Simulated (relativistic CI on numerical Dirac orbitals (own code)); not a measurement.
# Crystal-field levels of Ir6+, 5d3

Calculated by Dirac-Coulomb-Breit CI, KLI orbitals optimised for each configuration, model QED (radiative potential, 1s self-energy scaled to tabulated hydrogen-like ionisation energies), valence Slater integrals scaled by 0.8, one configuration in a parametric crystal field (own radial code).

Field parameters in Wybourne normalisation: Oh B⁴₀ = 21Dq, B⁴₄ = √(5/14) B⁴₀. The field is a parameter set, without covalency.

S is read from ⟨S²⟩ = S(S + 1).

Levels (cm⁻¹, degeneracy): 0 (4), 13467 (4), 16450 (4), 18033 (2), 25501 (2), 27874 (4), 30214 (2), 30543 (4), 32415 (2), 32698 (4), 36923 (2), 39652 (4).

Q: Which field gives this pattern?
A. Oh, 10Dq = 27950 cm⁻¹
B. Oh, 10Dq = 29200 cm⁻¹
C. Oh, 10Dq = 16950 cm⁻¹

A: A. Oh, 10Dq = 27950 cm⁻¹, ground level with S = 1.42.
